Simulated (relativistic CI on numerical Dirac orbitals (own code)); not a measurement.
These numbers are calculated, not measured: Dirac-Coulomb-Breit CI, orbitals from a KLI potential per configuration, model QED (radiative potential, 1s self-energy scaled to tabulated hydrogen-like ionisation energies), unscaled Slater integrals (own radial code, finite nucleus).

The strongest absorption lines from the ground level of an ion, among the configurations computed and to levels below about 83.9 eV (vacuum wavelength in nm, gf): 14.865 (0.11), 15.902 (0.039), 15.935 (0.054), 16.025 (0.22), 16.040 (1.3), 16.043 (0.45), 16.059 (0.68), 16.061 (0.73).

(1) Which ion is it?
A. Ge⁹⁺
B. Zn⁵⁺
C. Zn⁷⁺
D. Se¹¹⁺

Answers

(1) C. Zn⁷⁺ has 23 electrons and the ground level 3s2 3p6 3d5 6S_5/2; the strongest line goes to 3s2 3p6 3d4 4p 6P°_7/2. The pattern of lines fixes the number of electrons, and along that sequence the line energies rise steadily with the charge (about as its square where n changes within one kind of shell, about linearly where n is kept but much faster in heavy ions where fine structure, which grows about as Z⁴, sets the gap, and irregularly where shells cross), which fixes Z. Configurations outside the model, such as inner-shell arrays, can give stronger lines. At this charge configurations can still be misplaced by up to about 7 % of their energy. Terms inside the open d or f shell come out 10 to 20 % too wide with unscaled integrals.
